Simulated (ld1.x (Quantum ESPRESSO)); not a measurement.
**Reading a pseudo-wave (K)**

Columns: radius, all-electron u(r) and pseudo u(r) of the 3p shell (level -19.76 eV) of potassium in the configuration [Ne] 3s2 3p6 3d0.5 4s0.5 4p0; LDA (PZ), scalar-relativistic, TM scheme, ld1.x (Quantum ESPRESSO) 7.5.

| r (bohr) | all-electron | pseudo |
| --- | --- | --- |
| 0.210 | 0.4379 | -0.0717 |
| 0.420 | 0.0797 | -0.2666 |
| 0.630 | -0.4236 | -0.5251 |
| 0.840 | -0.7443 | -0.7548 |
| 1.050 | -0.8738 | -0.8736 |
| 1.260 | -0.8756 | -0.8756 |
| 1.470 | -0.8087 | -0.8087 |
| 1.680 | -0.7125 | -0.7125 |
| 1.890 | -0.6093 | -0.6093 |
| 2.100 | -0.5106 | -0.5106 |
| 2.310 | -0.4219 | -0.4219 |
| 2.520 | -0.3450 | -0.3450 |
| 2.730 | -0.2799 | -0.2799 |
| 2.940 | -0.2258 | -0.2258 |
| 3.150 | -0.1813 | -0.1813 |
| 3.360 | -0.1451 | -0.1451 |
| 3.570 | -0.1158 | -0.1158 |
| 3.780 | -0.0922 | -0.0922 |
| 3.990 | -0.0733 | -0.0733 |
| 4.200 | -0.0582 | -0.0582 |
| 4.410 | -0.0461 | -0.0461 |
| 4.620 | -0.0365 | -0.0365 |
| 4.830 | -0.0289 | -0.0289 |
| 5.040 | -0.0228 | -0.0228 |
| 5.250 | -0.0180 | -0.0180 |
| 5.460 | -0.0142 | -0.0142 |

Q: How many radial nodes do the two functions have?

A: The all-electron 3p function has n − l − 1 = 1; the pseudo-wave has 0, since the states of the same l below it are removed with the core.

Q: At about which radius was the pseudo-wave matched?

A: 1.30 bohr. The columns agree to 0.0005 from 1.05 bohr on; several derivatives are matched, so the curves merge somewhat inside the radius.

Q: Is the pseudo-wave norm-conserving?

A: Yes: the TM scheme keeps the norm inside the radius equal to the all-electron one, which fixes the energy derivative of the logarithmic derivative at the level.
